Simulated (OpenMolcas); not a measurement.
**Tc5+ in a point-charge field**

Tc5+ among 6 point charges of -1 e arranged as an octahedron (Oh), 2.12 Å from the ion.
```
   2.1200    0.0000    0.0000  -1.00
   0.0000    2.1200    0.0000  -1.00
  -2.1200    0.0000    0.0000  -1.00
   0.0000   -2.1200    0.0000  -1.00
   0.0000    0.0000    2.1200  -1.00
   0.0000    0.0000   -2.1200  -1.00
```

- Program: OpenMolcas
- Method: SS-CASPT2, IPEA 0.25 Eh, imaginary shift 0.1 Eh (closed shells correlated: 4s 4p)
- Basis: ANO-RCC-VDZP [6s5p3d1f]
- Scalar Hamiltonian: DKH2, point nucleus
- Active space: 2 electrons in 5 orbitals (4d)
- State averaging: 2S+1 = 3 even, 10 roots; 2S+1 = 1 even, 15 roots
- Spin-orbit coupling: RASSI with atomic mean-field integrals over the reference wave functions

The lowest spin-free states (labels of O, the rotations of Oh), above the lowest:

```
State  Degeneracy  E (cm-1)  Free-ion L (%)
  3T1           3         0          F (99)
  3T2           3      2350         F (100)
  3A2           1      5740         F (100)
  1T2           3     10850          D (95)
   1E           2     11920          D (84)
  3T1           3     13810          P (99)
  1T2           3     17940          G (95)
  1A1           1     19490          G (99)
  1T1           3     19680         G (100)
   1E           2     20500          G (84)
  1A1           1     43480          S (99)
```

The lowest levels with spin-orbit coupling:

```tsv
E (cm-1)	Degeneracy	Label	2S+1
0	2	E	3
450	3	T2	3
2210	3	T1	3
3540	1	A1	3
3620	3	T2	3
3690	1	A2	3
5020	3	T1	3
5320	2	E	3
8190	3	T2	3
12440	3	T2	1 (83 %)
13160	2	E	1 (77 %)
14330	1	A1	3
15150	3	T1	3
16880	3	T2	3 (85 %)
17070	2	E	3 (77 %)
20000	3	T2	1
21480	1	A1	1
21660	3	T1	1
22570	2	E	1
45650	1	A1	1
```

Powder χT (cm3 K/mol): 0 at 2 K, 0.00484 at 10 K, 0.0242 at 50 K, 0.0487 at 100 K, 0.105 at 200 K, 0.166 at 300 K. The effective moment at 300 K is 2.828 √(χT) = 1.15 μB.

The lowest level has 2S+1 = 3, for which the spin-only value is χT = S(S+1) / 2 = 1.000 cm3 K/mol (g = 2). The computed 0.166 at 300 K differs by -0.834, through orbital momentum, spin-orbit coupling and any other state in reach. With a threefold ground state the orbital momentum is unquenched, so the spin-only value is not expected to hold.

Roots that are degenerate in the reference are averaged as groups; the widest CASPT2 spread within a group is 360 cm-1 (the 3-fold group of multiplicity 3 near 2350 cm-1 above the lowest state of its run). Shifts and gaps below about the spread of the groups concerned are not significant. An orbital triplet at a regular site is open to Jahn-Teller coupling, which can distort the site and quench the lowest spin-orbit gaps and is left out. This field is weak: 10Dq is about 3479 cm-1, while octahedral complexes of 4d ions of charge 3 and more, computed by the same method with explicit ligands, had a median near 25000 cm-1. Ground spin and moment need not be those of a real site. Free-ion shares, where given, are those of the reference states; single-state CASPT2 does not remix them. Point charges carry no covalency, so the field is a model and not that of real ligands. No measured value stands beside these numbers.
